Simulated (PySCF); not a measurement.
Simulation results for CH₅B₂Si

All values are calculated (PySCF 2.14.0). Calculation on a computer-drawn molecule: the log of a Hartree-Fock and frozen-core CCSD(T) single point meant for a local Hartree-Fock minimum, with one planted fault or none, to be diagnosed. Offsets are logged minus clean, where the clean run is the same molecule without the fault. The reference is restricted for singlets and unrestricted otherwise, and also for a bond in bohr or an excited solution. Adding or removing an electron swaps singlet and doublet. The excited solution moves the top pair (singlet) or top alpha electron (doublet) to the lowest empty orbital. Highest occupied and lowest empty are orbital energies over both spins, largest force is the largest gradient component, triples share is (T) over the correlation energy, the T1 limit is 0.02 restricted and 0.045 unrestricted, electrons count all cores, a negative frequency is imaginary (commonest isotopes), and the dipole is about the centre of nuclear charge.

```xyz
9
formula=CH5B2Si meant_charge=0 meant_multiplicity=2 meant_basis=cc-pV(D+d)Z logged_electrons=35 logged_basis_functions=90 logged_SCF_converged=yes logged_spin_squared=0.7658 logged_highest_occupied=-5.7042 logged_lowest_empty=-0.71752 logged_largest_force=0.11755 logged_dipole_magnitude=3.6472 logged_SCF_stable_within_its_kind=no logged_energy_HF=-378.9002 possible_faults=no_fault,one_electron_removed,one_electron_added,multiplicity_raised_by_two,geometry_at_a_saddle_point,SCF_held_on_an_excited_solution,minimal_basis_STO-3G,one_bond_length_entered_in_bohr,all_coordinates_scaled planted_fault=SCF_held_on_an_excited_solution HF_energy_offset_from_clean_run=49
B      0.2058    -1.1665     1.5302
C      0.2161    -1.6792     0.2384
Si    -0.3995    -0.7873    -1.2386
B     -1.1578     0.9858    -1.2585
H      0.1905    -0.7195     2.6168
H      0.6169    -2.6801     0.0868
H     -0.2402    -1.6141    -2.4524
H     -1.2631     1.6139    -0.2384
H     -1.5278     1.4679    -2.2926
```

Units: logged_highest_occupied, logged_lowest_empty in eV; logged_largest_force in hartree/bohr; logged_dipole_magnitude in debye; logged_energy_HF in hartree; HF_energy_offset_from_clean_run in kcal/mol.

Drawn bonds:
```tsv
atom	other atom	order
1	2	1
2	3	2
3	4	1
1	5	1
2	6	1
3	7	1
4	8	1
4	9	1
```

Notes: coupled-cluster numbers left out as unreliable.
